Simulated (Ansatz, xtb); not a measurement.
## BrH2MgNSi: 5 structures ranked

5 gas-phase structures of BrH2MgNSi, found in a search over its isomers (lower ones may exist). Each was relaxed with GFN2-xTB; where two conformers were screened, the lower at r2SCAN-D4/def2-SVP is listed:

A. `[H]/N=[SiH]\[Mg][Br]`, a singlet
B. a singlet given by its coordinates
C. a singlet given by its coordinates
D. `[H]/N=[SiH]/[Mg][Br]`, a singlet
E. `N[Si][Mg][Br]`, a singlet

B (Å):

```tsv
atom	x (Å)	y (Å)	z (Å)
Br	0.8190	0.1943	-4.2694
Mg	1.1403	0.6949	-1.9762
N	0.5615	1.9649	-0.4481
Si	0.0146	0.5563	0.2280
H	-0.6845	0.5838	1.5607
H	0.4596	2.8653	0.0161
```

Close contacts (Å): Br1–Mg2 2.37, Mg2–N3 2.07, Mg2–Si4 2.48, N3–Si4 1.66, N3–H6 1.02, Si4–H5 1.51.

C (Å):

```yaml
atoms:
  - { symbol: Br, position_ang: [0.9035, -0.4640, -2.0035] }
  - { symbol: Mg, position_ang: [0.5053, 0.0477, 0.3155] }
  - { symbol: N, position_ang: [-1.6474, -0.2243, 0.7139] }
  - { symbol: Si, position_ang: [-1.9143, 0.7488, -0.5417] }
  - { symbol: H, position_ang: [-2.2369, -0.6623, 1.4012] }
  - { symbol: H, position_ang: [1.5052, 0.6193, 1.3846] }
```

Close contacts (Å): Br1–Mg2 2.41, Mg2–N3 2.21, Mg2–Si4 2.66, N3–Si4 1.61, Mg2–H6 1.57, N3–H5 1.01.

**Question.** Estimate their order in r2SCAN-D4/def2-SVP energy at these geometries, lowest first.

**Answer.** Calculated order at r2SCAN-D4/def2-SVP: B (0.0), E (23.6), C (25.2), A (28.7), D (29.7) kcal/mol. Less than 1 kcal/mol parts A and D, so the order within that pair means little.

Energies above the lowest of each column, in kcal/mol:

```tsv
structure	GFN2-xTB	HF/STO-3G	r2SCAN-D4/def2-SVP
B	20.2	0.0	0.0
E	23.5	33.7	23.6
C	0.0	12.4	25.2
A	19.1	36.8	28.7
D	17.6	37.9	29.7
```

r2SCAN-D4/def2-SVP puts B lowest; GFN2-xTB picks C. Some further structures that were screened fall inside this span and aren't listed. Flexible structures stand in one conformer each, not always the lowest. Frequencies (PBE0-D3(BJ)/def2-SVP) were run for B alone.

Over these structures GFN2-xTB departs from r2SCAN-D4/def2-SVP by 12.3 kcal/mol on average once a common shift is removed. A GFN2-xTB relaxation took about 0.58 s and the r2SCAN-D4/def2-SVP energy about 4 s on a shared host (Ansatz 0.2.0, xtb 6.7.1).
